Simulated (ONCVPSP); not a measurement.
## Which setting gave this result? (lead (Pb), ONCV)

Base potential:

Pb, optimised norm-conserving Vanderbilt (ONCV), made with ONCVPSP 4.0.1 (LDA (Perdew-Wang 92), scalar-relativistic). Core [Xe] 4f14 5d10, reference 6s2 6p1 (charge +1). Waves: 6s: rc 2.05 bohr, ncon 4, nbas 8, qcut 3.1 1/bohr, 3 projectors, debl 2.2 Ha; 6p: rc 2.50 bohr, ncon 4, nbas 7, qcut 3.5 1/bohr, 2 projectors, debl 2.7 Ha. Local part: polynomial inside 1.80 bohr (lpopt 4, dvloc0 3 Ha). Core correction: Teter function, fcfact 2, rcfact 1.1.

Cutoffs, loose and tight: the cutoffs (Ha) at which the residual kinetic energy of the hardest occupied pseudo-wave falls to 1 and 0.1 mHa per electron. They do not see the model core or the augmentation charge, which bear on the density cutoff. Test errors are all-electron minus pseudo excitation energies from the reference, over the configurations 6s2 6p2; 6s2 6p0; 6s1 6p0; 6s0 6p4; variants that change the core or the reference have their own tests.

Only the scale of all radii but the core radius (base = 1) is moved (1 further runs of the sweep failed or gave no value and are left out):

| scale of all radii but the core radius (base = 1) | cutoff, loose | cutoff, tight | bound ghosts | largest test error (meV) | median size of the test errors |
| --- | --- | --- | --- | --- | --- |
| 0.86 | 11 Ha | 33 Ha | s | +88 | 51.7 meV |
| 0.94 | 12 Ha | 40 Ha | s | +91 | 50.5 meV |
| 1.03 | 16 Ha | 36 Ha | none | +84 | 45.9 meV |
| 1.12 | 9.9 Ha | 31 Ha | none | +66 | 38.5 meV |
| 1.2 | 6.5 Ha | 26 Ha | none | +39 | 27.1 meV |
| 1.24 | 5.5 Ha | 23 Ha | none | +25 | 18.9 meV |
| 1.33 | 4.4 Ha | 18 Ha | none | -17 | 12.3 meV |

One more run gave cutoff, loose: 17 Ha; cutoff, tight: 39 Ha; bound ghosts: none; largest test error (meV): +88; median size of the test errors: 48.5 meV. Which value of the scale of all radii but the core radius (base = 1) was used?

0.98. The median size of the test errors moves one way along this sweep, from 51.7 meV at 0.86 to 12.3 meV at 1.33, which places the run between 0.94 and 1.03.
